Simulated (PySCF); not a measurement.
# SMILES CO[C@@H]1C=C[C@H]1O, C₅H₈O₂

Molfile (atoms numbered from 1):
```
C5H8O2
     RDKit          3D

 15 15  0  0  0  0  0  0  0  0999 V2000
    0.3397    1.5468    1.5142 C   0  0  0  0  0  0  0  0  0  0  0  0
   -0.3619    0.3335    1.4121 O   0  0  0  0  0  0  0  0  0  0  0  0
   -0.2036   -0.4362    0.2461 C   0  0  2  0  0  0  0  0  0  0  0  0
    0.6884   -1.6599    0.3361 C   0  0  0  0  0  0  0  0  0  0  0  0
    1.4074   -1.3396   -0.7330 C   0  0  0  0  0  0  0  0  0  0  0  0
    0.7143   -0.0125   -0.9464 C   0  0  1  0  0  0  0  0  0  0  0  0
    0.0102    0.1887   -2.1423 O   0  0  0  0  0  0  0  0  0  0  0  0
    1.4263    1.3973    1.5180 H   0  0  0  0  0  0  0  0  0  0  0  0
    0.0392    1.9710    2.4714 H   0  0  0  0  0  0  0  0  0  0  0  0
    0.0684    2.2417    0.7125 H   0  0  0  0  0  0  0  0  0  0  0  0
   -1.2055   -0.6800   -0.1242 H   0  0  0  0  0  0  0  0  0  0  0  0
    0.6988   -2.4709    1.0390 H   0  0  0  0  0  0  0  0  0  0  0  0
    2.1913   -1.8204   -1.2898 H   0  0  0  0  0  0  0  0  0  0  0  0
    1.3607    0.8478   -0.7310 H   0  0  0  0  0  0  0  0  0  0  0  0
    0.6224    0.1087   -2.8820 H   0  0  0  0  0  0  0  0  0  0  0  0
  1  2  1  0
  2  3  1  0
  3  4  1  0
  4  5  2  0
  5  6  1  0
  6  7  1  0
  6  3  1  0
  1  8  1  0
  1  9  1  0
  1 10  1  0
  3 11  1  6
  4 12  1  0
  5 13  1  0
  6 14  1  1
  7 15  1  0
M  END
```

Computed with GIAO B97-2/pcSseg-1 magnetisability, rotational g tensor and spin-rotation constants, non-relativistic, gas phase in PySCF. Geometry: GFN2-xTB, dihedral held. The dihedral C6–C3–O2–C1 is held at 0°.

(1) How diamagnetic is it, and how anisotropic?

(2) Split it along the inertial axes a, b, c into diamagnetic and paramagnetic parts about the centre of mass, with the quadrupole moment.

(3) And the rotational g tensor?

## Answers

(1) Isotropic -941 × 10⁻³⁰ J/T², or -56.7 × 10⁻⁶ cm³/mol; principal values -1059, -912, -853 × 10⁻³⁰ J/T², anisotropy 184 × 10⁻³⁰ J/T² (root of half the summed squared differences of the principal values). The susceptibility is in cgs units.

(2) 
```csv
axis,χ (10⁻⁶ cm³/mol),diamagnetic (10⁻⁶ cm³/mol),paramagnetic (10⁻⁶ cm³/mol),summed x² of all electrons (Å²),quadrupole Θ (D Å)
a,-58.1,-380.4,322.3,120.5,+3.81
b,-54.7,-627.0,572.2,62.4,-1.48
c,-57.2,-776.2,718.9,27.2,-2.33
```
Anisotropies 2χaa − χbb − χcc = -4.2 and 2χbb − χaa − χcc = +5.9 × 10⁻⁶ cm³/mol. Θ is traceless in Buckingham's convention.

(3) 
| axis | rotational constant (GHz) | g | nuclear part | electronic part |
| --- | --- | --- | --- | --- |
| a | 4.1713 | -0.0318 | 0.5999 | -0.6317 |
| b | 2.2373 | -0.0173 | 0.5842 | -0.6015 |
| c | 1.7394 | -0.0110 | 0.5765 | -0.5875 |

Asymmetric top; isotopes 12C, 1H, 16O; no vibrational averaging.
